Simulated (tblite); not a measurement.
Compound: C₂H₅F₂NO₄S₂.
Geometry (GFN2-xTB, Å), atoms numbered from 1 in this order:
```
atom  x, y, z in Å
C1     2.3799   -0.1692   -0.0316
S2     0.9691    0.5112    0.8240
O3     0.2437   -0.5171    1.5022
O4     1.3288    1.6837    1.5499
N5    -0.0091    1.0075   -0.4679
S6    -0.9587   -0.2122   -1.0581
O7    -0.0956   -1.3298   -1.2407
O8    -1.6959    0.2864   -2.1652
C9    -2.1650   -0.5802    0.3254
F10   -3.3044   -0.9954   -0.2372
F11   -2.4103    0.5937    0.9253
H12    3.0510   -0.5853    0.7101
H13    2.8538    0.6355   -0.5766
H14    1.9962   -0.9378   -0.6907
H15   -0.4049    1.9306   -0.4234
H16   -1.7863   -1.3127    1.0429
```

All values are computed: GFN2-xTB (tblite) harmonic vibrations without scaling, gas phase. Errors from tens to a few hundred cm⁻¹ against measured bands are possible. One conformer, not necessarily the lowest.

Harmonic wavenumbers (cm⁻¹): 42.5, 79.6, 107.5, 150.5, 151.3, 164.2, 191.2, 216.8, 245.4, 289.6, 310.8, 315.7, 346.3, 408.7, 451.9, 465.4, 497.0, 513.1, 548.3, 668.3, 706.3, 746.9, 798.3, 858.1, 875.9, 1016.8, 1079.1, 1090.4, 1099.7, 1142.6, 1170.5, 1213.8, 1267.4, 1294.0, 1318.3, 1400.6, 1405.7, 2972.6, 3057.9, 3075.7, 3090.7, 3485.2.

A = 1549, B = 700.3, C = 598.5 MHz; mass 208.963 u (most abundant isotopes); point group C1, symmetry number 1.

Task: Zero-point energy?

Result: ½Σν̃ = 20165 cm⁻¹ = 57.66 kcal/mol.

Task: Entropy at 200 K, 1 bar (ideal gas, RRHO, classical rotation)?

Result: Translation 39.96, rotation 29.39, vibration 24.64: S = 94.0 cal/(mol K).

Task: And Cp and H(200 K) − H(0)?

Result: Cp = 35.94 cal/(mol K), of which vibrations give 27.99 (their classical limit is 42 R = 83.5); H(200 K) − H(0) = 4.39 kcal/mol without the zero-point energy, 2.80 from vibrations.

Task: What must be added to the electronic energy to get the Gibbs energy at 200 K and 1 bar?

Result: ZPE + [H(200 K) − H(0)] − T·S = 57.66 + 4.39 − 18.80 = 43.25 kcal/mol.

Task: Which modes carry the vibrational entropy at 200 K?

Result: 42.5 cm⁻¹: 4.35; 79.6 cm⁻¹: 3.12; 107.5 cm⁻¹: 2.55; 150.5 cm⁻¹: 1.92; 151.3 cm⁻¹: 1.91; 164.2 cm⁻¹: 1.77 cal/(mol K); the other 36 give 9.02 together.

Hindered rotation and anharmonicity are outside this model. Other conformers, if any are populated, would add a mixing term that is left out. The structure is chiral; the term R ln 2 for an equal mix with its mirror image is left out.
